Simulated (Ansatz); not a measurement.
Relaxing a trial structure of BClGeH+

The starting geometry of this gas-phase triplet was optimised with GFN2-xTB as a singlet.

| atom | x (Å) | y (Å) | z (Å) |
| --- | --- | --- | --- |
| B | -0.7874 | -0.4751 | -1.1715 |
| Cl | 0.5732 | -0.8836 | -0.2192 |
| Ge | -1.2896 | -0.0621 | 0.8238 |
| H | -0.8421 | -0.5837 | -2.3298 |

Predict what it relaxes into with BLYP-D3(BJ)/def2-SVP.

A bond breaks, giving a structure given below by its coordinates. Contacts that open: Cl2–Ge3 (2.29 → 3.48 Å).

The energy falls by 1.00 eV over 11 steps:

| step | E − E(last) (eV) |
| --- | --- |
| 1 | 1.003 |
| 2 | 0.506 |
| 3 | 0.232 |
| 4 | 0.114 |
| 5 | 0.069 |
| 7 | 0.014 |
| 8 | 0.004 |
| 9 | 0.000 |
| 10 | 0.000 |
| 11 | 0.000 |

Final geometry (Å):

```xyz
4

B    -0.4314   -0.5800   -0.8916
Cl    1.1377   -1.1078   -0.5639
Ge   -1.9428    0.1512    0.4577
H    -1.1094   -0.4678   -1.8989
```

Frequencies at the end are all real (lowest 98 cm⁻¹). Open shells are spin-unrestricted. The triplet needn't be the ground state. Run with Ansatz 0.2.0, 23 s on 1 thread of Intel(R) Xeon(R) Platinum 8375C CPU @ 2.90GHz (Ice Lake) (shared host).
